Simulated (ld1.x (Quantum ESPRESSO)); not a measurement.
**silver (Ag), TM: configuration errors across variants**

- Element: Ag
- Generator: ld1.x (Quantum ESPRESSO) 7.5
- Type: norm-conserving Troullier–Martins (Kleinman–Bylander form)
- Functional: PW91
- Relativity: scalar-relativistic
- Frozen core: [Kr]
- Valence charge: 11
- Reference configuration: 4d10 5s1 5p0
- Partial waves: 5p (bound, empty): rc 4.00 bohr; 4d (bound): rc 1.30 bohr; 5s (bound): rc 2.60 bohr
- Local potential: the s channel
- Core correction: Bessel-smoothed model core inside 1.35 bohr

All-electron excitation energies from the reference (eV): (1) 4d10 5s0 5p0 7.825; (2) 4d9 5s0 5p0 30.019; (3) 4d8 5s0 5p0 66.295; (4) 4d10 5s0 5p1 3.904; (5) 4d7 5s0 5p0 118.095; (6) 4d9 5s2 5p0 4.072; (7) 4d9 5s1 5p1 8.599.

Errors AE − PS in meV (a dash: test not solved or not reliable):

| change | (1) | (2) | (3) | (4) | (5) | (6) | (7) | bound ghosts |
| --- | --- | --- | --- | --- | --- | --- | --- | --- |
| base | -13 | -143 | -747 | -0.1 | -2016 | -144 | -126 | none |
| core correction none | +0.9 | -79 | -534 | +3.9 | -1489 | -125 | -109 | none |
| core correction Bessel-smoothed model core inside 0.64 bohr | -13 | -143 | -746 | -0.1 | -2014 | -143 | -126 | none |
| core correction Bessel-smoothed model core inside 1.04 bohr | -13 | -143 | -747 | -0.1 | -2016 | -144 | -127 | none |
| core correction Bessel-smoothed model core inside 1.30 bohr | -13 | -143 | -747 | -0.1 | -2017 | -144 | -127 | none |
| core correction Bessel-smoothed model core inside 1.46 bohr | -13 | -143 | -746 | -0.1 | -2011 | -143 | -126 | none |

Problem. Give the same row for: core correction Bessel-smoothed model core inside 0.92 bohr.

Solution. -13, -143, -747, -0.1, -2015, -143, -126; bound ghosts: none.
